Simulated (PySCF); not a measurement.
Sn(F)(Cl)2(OH) (Cl2FHOSn), SMILES [OH][Sn]([F])([Cl])[Cl].

The structure is a stationary point at B3LYP-D3(BJ)/def2-SVP. The structure was generated by enumeration; whether it is a known compound was not checked. The def2 effective core potentials stand for the cores of Sn; spin–orbit coupling is left out. The values are those of a single conformer.

Level of theory: M06-2X/def2-TZVP (PySCF).

Symmetry labels are those of the subgroup Cs that the program uses (full group Cs).

Computed valence orbital energies around the gap with their symmetry:
| orbital | symmetry | energy (eV) |
|---|---|---|
| HOMO−7 | A' | -13.63 |
| HOMO−6 | A" | -12.77 |
| HOMO−5 | A' | -12.52 |
| HOMO−4 | A" | -11.71 |
| HOMO−3 | A' | -11.57 |
| HOMO−2 | A' | -11.47 |
| HOMO−1 | A" | -11.33 |
| HOMO | A" | -11.21 |
| LUMO | A' | -2.19 |
| LUMO+1 | A' | 0.40 |
| LUMO+2 | A' | 0.60 |
| LUMO+3 | A" | 1.06 |
